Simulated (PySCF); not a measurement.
A GIAO shielding run with PySCF (density fitting, non-relativistic, gas phase) on `CCC[Si@H]1CC[SiH2]N1`, C₅H₁₅NSi₂:

```
$ OMP_NUM_THREADS=1 python probes_run.py task.json out

{"job": {"kind": "nmr", "xc": "wB97X-D", "basis": "pcSseg-1", "pop": false}, "charge": 0, "multiplicity": 1}
C     -3.386672    -0.444622    -0.486740
C     -2.017124    -0.606586     0.155877
C     -0.959442     0.340930    -0.410461
Si     0.728805     0.172738     0.402396
C      1.559386    -1.499294     0.079146
C      3.086837    -1.292751     0.035293
Si     3.429025     0.394822    -0.752087
N      1.946245     1.202593    -0.316196
H     -3.772378     0.577893    -0.345186
H     -3.341186    -0.630844    -1.571694
H     -4.123186    -1.142054    -0.058043
H     -2.104119    -0.451505     1.245990
H     -1.679132    -1.651078     0.033987
H     -0.833135     0.177393    -1.495709
H     -1.296158     1.388506    -0.301701
H      0.553597     0.433981     1.873257
H      1.268645    -2.267385     0.814265
H      1.194763    -1.854790    -0.901026
H      3.606077    -2.117049    -0.480211
H      3.495827    -1.259848     1.059885
H      4.643853     1.066325    -0.187509
H      3.638096     0.307573    -2.236241
H      1.823291     2.203730    -0.416291
```

Hardware: 1 thread of an Intel Xeon 6975P-C, shared host. The job also computes ring-centre shieldings.

Task: How large is the calculation?

Result: 80 electrons, 225 basis functions and 1207 auxiliary functions.

Task: How long does it take, and how much memory does it need?

Result: 46 s of wall time, with 13 SCF cycles and 6 response iterations; peak memory 1.2 GiB. Times on a shared host scatter by some tens of per cent.

Task: And these other runs on the same molecule and hardware: GIAO shielding at PBE0/pcSseg-1?

Result: PBE0/pcSseg-1: 225 functions, 43 s.
